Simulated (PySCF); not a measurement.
**State search for SnBr**

Unrestricted PBE0; PySCF, scalar-relativistic core potentials, basis sets Sn def2-TZVPPD with ECP28, Br def2-TZVPPD. Outer shells of the fragments: Sn 4d10 5s2 5p2; Br 3d10 4s2 4p5.

Followed along the bond (rough minima from three points):

```
2Ms+1   unpaired  ⟨S²⟩ at the start  R at minimum (Å)  Te (eV)
    2        π ↑               0.75              2.53     0.00
    4  σ ↑, π ↑↑               3.76  none in the scan   ≤ 3.20
```

Solutions found at the starting distance of 2.465 Å, counted from the lowest of them; the search is not exhaustive and high or unbound solutions are not listed, so other states can lie among these:

| 2Ms+1 | unpaired | term | E (eV) | ⟨S²⟩ | ⟨Lz²⟩ | μ (D) |
| --- | --- | --- | --- | --- | --- | --- |
| 2 | π ↑ | ²Π | 0.00 | 0.75 | 1.01 | -2.18 |
| 2 | σ ↑ | ²Σ⁺ | 2.46 | 0.75 | 0.00 | -1.17 |
| 4 | σ ↑, π ↑↑ | ⁴Σ⁻ | 3.18 | 3.76 | 0.00 | -0.60 |
| 2 | σ ↑, π ↑↓ | mixed | 3.85 | 1.76 | 2.02 | -0.07 |
| 2 | σ ↓, π ↑↑ | mixed | 3.90 | 1.77 | 0.00 | 0.26 |
| 4 | π ↑↑↑ | ⁴Π | 4.25 | 3.76 | 1.01 | 3.13 |
| 4 | σ ↑↑, π ↑ | ⁴Π | 5.36 | 3.75 | 1.00 | 0.16 |
| 4 | σ ↑, π ↑↑ | mixed | 6.13 | 3.76 | 2.01 | 2.51 |
| 4 | σ ↑, π ↑↑ | mixed | 6.30 | 3.76 | 2.01 | 2.54 |

A term symbol is given only where ⟨S²⟩ and ⟨Lz²⟩ are close to those of a pure state; real π, δ and φ orbitals otherwise mix terms. A positive dipole means Sn(−)Br(+).

Spin–orbit coupling is left out. Counting both spins, an empty level lies below a filled one in some of these solutions, because spin and occupation are held.
